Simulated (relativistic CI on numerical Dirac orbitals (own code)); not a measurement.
Magnetism of Cr3+, 3d3, in a crystal field

Calculated by Dirac-Coulomb-Breit CI, orbitals from a KLI potential per configuration, model QED (radiative potential, 1s self-energy scaled to tabulated hydrogen-like ionisation energies), valence Slater integrals scaled by 0.8, one configuration in a parametric crystal field (own radial code).

Field parameters in Wybourne normalisation: D3d B²₀ = −7Dσ, B⁴₀ = −14Dq − 21Dτ, B⁴₃ = −14√(10/7) Dq. The field is a parameter set, without covalency.

S is read from ⟨S²⟩ = S(S + 1).

Powder χT (cm³ K mol⁻¹) by Van Vleck's formula, with temperature-independent terms:

| Field | 2 K | 5 K | 10 K | 20 K | 50 K | 100 K | 200 K | 300 K |
| --- | --- | --- | --- | --- | --- | --- | --- | --- |
| D3d, 10Dq = 19150, Dσ = -1200, Dτ = 290 cm⁻¹ | 1.65 | 1.78 | 1.81 | 1.82 | 1.82 | 1.83 | 1.84 | 1.85 |
| D3d, 10Dq = 19150, Dσ = -980, Dτ = 290 cm⁻¹ | 1.68 | 1.79 | 1.81 | 1.82 | 1.82 | 1.83 | 1.84 | 1.85 |
| D3d, 10Dq = 19150, Dσ = -760, Dτ = 290 cm⁻¹ | 1.72 | 1.8 | 1.81 | 1.82 | 1.82 | 1.83 | 1.84 | 1.85 |
| D3d, 10Dq = 19150, Dσ = -550, Dτ = 290 cm⁻¹ | 1.75 | 1.81 | 1.82 | 1.82 | 1.82 | 1.83 | 1.84 | 1.85 |
| D3d, 10Dq = 19150, Dσ = -330, Dτ = 290 cm⁻¹ | 1.77 | 1.81 | 1.82 | 1.82 | 1.82 | 1.83 | 1.84 | 1.85 |
| D3d, 10Dq = 19150, Dσ = -110, Dτ = 290 cm⁻¹ | 1.8 | 1.81 | 1.82 | 1.82 | 1.82 | 1.83 | 1.84 | 1.85 |
| D3d, 10Dq = 19150, Dσ = 110, Dτ = 290 cm⁻¹ | 1.81 | 1.82 | 1.82 | 1.82 | 1.82 | 1.83 | 1.84 | 1.85 |
| D3d, 10Dq = 19150, Dσ = 330, Dτ = 290 cm⁻¹ | 1.82 | 1.82 | 1.82 | 1.82 | 1.82 | 1.83 | 1.84 | 1.85 |

(1) For D3d, 10Dq = 19150, Dσ = -760, Dτ = 290 cm⁻¹: what effective moment follows at 300 K?

## Answers

(1) μ_eff = √(8χT) = 3.84 μB. The ground level has S = 1.50; the spin-only moment for S = 3/2 is 3.88 μB. The difference comes from the orbital moment, spin-orbit mixing of terms and temperature-independent paramagnetism, all larger in this ionic model than in covalent complexes.
